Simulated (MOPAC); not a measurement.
MOPAC input (MNDO):

```
MNDO 1SCF CHARGE=1 GEO-OK AUX(PRECISION=9) THREADS=1
HgI

Hg   -0.00000000 1   -0.00000000 1   -1.03539580 1
I     0.00000000 1    0.00000000 1    1.56286159 1
```

From the last part of the output:

```
                                                       MOPAC v23.2.5 Linux

          FINAL HEAT OF FORMATION =        249.09237 KCAL/MOL =    1042.20246 KJ/MOL

          COSMO AREA              =         88.17 SQUARE ANGSTROMS
          COSMO VOLUME            =         71.63 CUBIC ANGSTROMS

          IONIZATION POTENTIAL    =         16.328119 EV
          HOMO LUMO ENERGIES (EV) =        -16.328 -9.455
          NO. OF FILLED LEVELS    =          4
          MOLECULAR WEIGHT        =        327.4945         POINT GROUP:  C*v

          MOLECULAR DIMENSIONS (Angstroms)

            Atom       Atom       Distance
            I     2   Hg     1     2.59826
            I     2   Hg     1     0.00000
           Hg     1    I     2     0.00000

          SCF CALCULATIONS        =          1

   ATOM   CHEMICAL          X               Y               Z
  NUMBER   SYMBOL      (ANGSTROMS)     (ANGSTROMS)     (ANGSTROMS)

     1      Hg         -0.00000000  *  -0.00000000  *  -1.03539580  *
     2       I          0.00000000  *   0.00000000  *   1.56286159  *

                             CARTESIAN COORDINATES

   1   Hg       -0.000000000    -0.000000000    -1.035395800
   2    I        0.000000000     0.000000000     1.562861590

           Empirical Formula: Hg I  =     2 atoms

      MOLECULAR POINT GROUP   :   C*v

                  EIGENVALUES
 -32.45705 -18.00189 -16.32812 -16.32812  -9.45536  -2.50346  -2.50346  -2.26479

              NET ATOMIC CHARGES AND DIPOLE CONTRIBUTIONS

  ATOM NO.   TYPE          CHARGE      No. of ELECS.   s-Pop       p-Pop
    1         Hg           0.672204        1.3278     1.04923     0.27857
    2          I           0.327796        6.6722     1.97523     4.69698
 DIPOLE           X         Y         Z       TOTAL
 POINT-CHG.     0.000     0.000    -0.745     0.745
 HYBRID         0.000     0.000    -4.745     4.745
 SUM            0.000     0.000    -5.490     5.490

          ATOMIC ORBITAL ELECTRON POPULATIONS

     Atom    s        px        py        pz
    1 Hg   1.04923   0.03174   0.03174   0.21508
    2  I   1.97523   1.96826   1.96826   0.76047

 **********************
 *                    *
 * JOB ENDED NORMALLY *
 *                    *
 **********************

 == MOPAC DONE ==
```

The dipole moment of an ion depends on the origin.
